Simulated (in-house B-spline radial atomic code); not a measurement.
**The tungsten ion W⁴⁺: [He] 2s2 (2p1/2)2 (2p3/2)3 3s2 3p6 3d10 4s2 4p6 4d10 (4f5/2)6 (4f7/2)7 5s2 5p6 5d4 (with a hole in an inner shell)**

Computed with a B-spline radial code for spherical atoms: Dirac-Hartree-Fock, average of the jj configuration, Fermi nucleus of rms radius 5.3658 fm.

Effective charges: Z_r = [3n² - l(l+1)]/(2<r>) from the radius, Z_e = n√(-2ε) from the energy, and Slater's rules. Values are occupation-weighted means over j. An effective charge above Z reflects the relativistic contraction of the inner shells.

| shell | electrons | ε (eV) | <r> (bohr) | Z_r | Z_e | Slater |
| --- | --- | --- | --- | --- | --- | --- |
| 1s | 2 | -70339 | 0.01834 | 81.80 | 71.90 | 73.70 |
| 2s | 2 | -12448 | 0.07661 | 78.32 | 60.49 | 70.20 |
| 2p | 5 | -11114 | 0.06831 | 73.20 | 57.16 | 70.20 |
| 3s | 2 | -3002.5 | 0.1984 | 68.04 | 44.57 | 63.60 |
| 3p | 6 | -2557.2 | 0.1978 | 63.19 | 41.13 | 63.60 |
| 3d | 10 | -2014 | 0.1797 | 58.44 | 36.50 | 53.85 |
| 4s | 2 | -703.83 | 0.4436 | 54.11 | 28.77 | 47.25 |
| 4p | 6 | -551.85 | 0.4682 | 49.13 | 25.47 | 47.25 |
| 4d | 10 | -347.21 | 0.4979 | 42.18 | 20.21 | 35.85 |
| 5s | 2 | -148.74 | 1.038 | 36.14 | 16.53 | 18.20 |
| 4f | 13 | -118.19 | 0.5557 | 32.39 | 11.79 | 24.80 |
| 5p | 6 | -105.33 | 1.174 | 31.10 | 13.91 | 18.20 |
| 5d | 4 | -54.482 | 1.544 | 22.34 | 10.01 | 6.95 |

The least bound orbital is 5d5/2 at -53.92 eV, and it is also the most diffuse (<r> = 1.56 bohr). The part-filled 2p shell lies below the filled 5p shell in orbital energy.

For the 1s electron the small component carries 7.79 % of the norm, the zero-frequency Breit interaction raises the level by 238.8 eV, self-energy by 152.1 eV, and vacuum polarisation lowers it by 28.77 eV.
